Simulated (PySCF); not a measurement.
Gas-phase reaction: 2 Zn + 2 NH2 = 2 ZnH2 + N2

Energies from PySCF, thermal terms from the rigid-rotor harmonic-oscillator model, ideal gas at 1 bar. † marks an energy on the PBE0/def2-TZVP geometry and frequencies; other levels use their own. MP2 freezes the core. 6-31G* has spherical d functions here. Open shells (unrestricted): NH2 (multiplicity 2); the rest are closed-shell singlets. B3LYP is the form with VWN-RPA correlation. Zn: all electrons, no relativistic terms. ZnH2: computed as isolated molecules; such fragments, hydroxides, amides, oligomers or adducts are transient or little studied in the gas. MP2 isn't extrapolated to the basis-set limit; its ΔH°(298 K) is -418.6 kJ in def2-SVP and -390.7 kJ in def2-TZVPP. The harmonic model lacks anharmonicity and excited electronic states, which grow with temperature; levels with a mode under 35 cm⁻¹ are left out.

| level | ΔE electronic, kJ | ΔH°(298 K), kJ | ΔS°(298 K), J/K | ΔG°(2000 K), kJ |
|---|---|---|---|---|
| B3LYP/6-31G* | -351 | -383 | -114 | -175 |
| B3LYP/def2-TZVP† | -257 | -287 | -118 | -65 |
| BLYP/def2-TZVP† | -262 | -292 | -118 | -70 |
| MP2/def2-SVP† | -389 | -419 | -118 | -197 |
| PBE0/def2-SVP† | -302 | -331 | -118 | -109 |
| ωB97X-V/def2-TZVP† | -339 | -368 | -118 | -147 |
ΔH° is lowest at MP2/def2-SVP† and highest at B3LYP/def2-TZVP†. No reference value is set beside these.
